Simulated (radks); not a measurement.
The numbers below are computed, except where a source is named.
Correlation energies from several functionals, in hartree. Species: Mn+ [Ar] 3d5 4s1; Tb4+ [Xe] 4f7. Code: a radial shooting solver on a logarithmic mesh with Libxc functionals. Model: non-relativistic Kohn-Sham, PBE, spin-polarised, spherical densities, point nucleus. Every spin shell is full or empty, so the densities are truly spherical. Functionals are evaluated on that one density, not self-consistently.

[
 {"functional": "PW92", "Mn+": "-1.9974", "Tb4+": "-6.2281"},
 {"functional": "VWN5", "Mn+": "-2.0075", "Tb4+": "-6.2547"},
 {"functional": "PZ", "Mn+": "-1.9857", "Tb4+": "-6.2208"},
 {"functional": "PBE", "Mn+": "-1.0140", "Tb4+": "-3.5459"},
 {"functional": "P86", "Mn+": "-1.1490", "Tb4+": "-4.0029"},
 {"functional": "PW91", "Mn+": "-1.1079", "Tb4+": "-3.8258"},
 {"functional": "OP (B88)", "Mn+": "-0.99918", "Tb4+": "-3.1736"},
 {"functional": "TPSS", "Mn+": "-1.0152", "Tb4+": "-3.5471"},
 {"functional": "SCAN", "Mn+": "-1.0188", "Tb4+": "-3.5685"},
 {"functional": "r2SCAN", "Mn+": "-1.0268", "Tb4+": "-3.5859"}
]
